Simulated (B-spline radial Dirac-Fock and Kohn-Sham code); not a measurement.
## Pr⁴⁰⁺: scattering cross sections and density moments

System: Pr⁴⁰⁺, [Ar] 3d1.

Level of theory: Dirac-Fock densities; a radial atomic solver.

| Property | Result |
| --- | --- |
| Sum of ⟨r⟩ | 2.987 bohr |
| Sum of ⟨r²⟩ | 0.7045 bohr² |
| Sum of ⟨1/r⟩ | 298.34 per bohr |
| Langevin diamagnetic susceptibility | -0.558 × 10⁻⁶ cm³/mol |
| Lamb shielding (α²/3)Σ⟨1/r⟩ | 5296 ppm |

Coherent scattering is the Thomson cross section weighted by f₀², without anomalous dispersion; incoherent scattering is Klein-Nishina weighted by S. The Lamb formula is the non-relativistic shielding expression. Electron correlation is left out. A dash stands where the photon energy is too low for the impulse approximation behind that column.

```csv
hν (keV),coherent (b),incoherent (b),incoherent per electron (b)
1,239.7,–,–
2,238.5,–,–
5,229.9,–,–
8.0478,215.1,–,–
10,203.4,–,–
30,93.03,4.095,0.216
50,50.99,5.662,0.298
200,5.749,6.718,0.354
```

Incoherent scattering overtakes coherent scattering between 50 and 200 keV.

Values without a named source are computed, but for edge energies of neutral atoms, which are taken from tables.
